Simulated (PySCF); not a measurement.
CrH2O2, SMILES [OH][Cr][OH] (connectivity only; charge and spin as stated), neutral, multiplicity 5. Atoms are numbered in the order given.

```xyz
5

Cr     0.0000     0.0000    -0.0132
O      0.0000    -1.8031     0.0929
H      0.0000    -2.4786    -0.5849
O      0.0000     1.8031     0.0929
H      0.0000     2.4786    -0.5849
```
Charge 0, spin multiplicity 5.

The structure is a stationary point at PBE0-D3(BJ)/def2-TZVP. A frequency run showed that this geometry is not a minimum. The spin state was assumed, not searched. One conformer was computed; it need not be the lowest.

Computed with PBE0-D3(BJ)/def2-TZVP in PySCF 2.14.0.

Frequencies are harmonic and unscaled.

| mode | ν (cm⁻¹) | IR (km/mol) | moving atoms (share of kinetic energy) |
|---|---|---|---|
| 1 | 81i | 0.1 | O 41 %, Cr 36 %, H 23 % |
| 2 | 169 | 2.1 | O 49 %, Cr 37 %, H 14 % |
| 3 | 446 | 195.8 | H 88 %, O 12 % |
| 4 | 497 | 90.8 | H 80 %, O 18 % |
| 5 | 507 | 0.0 | H 89 %, O 11 % |
| 6 | 625 | 0.0 | O 90 %, H 10 % |
| 7 | 761 | 268.9 | O 56 %, Cr 39 % |
| 8 | 3927 | 162.1 | H 94 % |
| 9 | 3928 | 31.9 | H 94 % |
